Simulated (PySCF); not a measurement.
## Correlation energy of Si (silicon, neutral)

[Ne] 3s1 3p3, high-spin 5S determinant (an excited configuration). Calculation: PySCF 2.14, in dyall-av3z (19s12p3d2f, 84 functions); no relativity, point nucleus. Frozen: [Ne]; 4 electrons correlated; the 23 highest virtual orbitals of each spin left out.

```tsv
level	correlation energy (mhartree)
CCSD	-30.13
(T)	-0.54
CCSD(T)	-30.67
```

Diagnostics: T1 = 0.0023, D1 = 0.0060, largest double amplitude 0.043.

Question: Is a single reference adequate?

Answer: Yes: T1 lies below 0.03 and no double amplitude reaches 0.07.
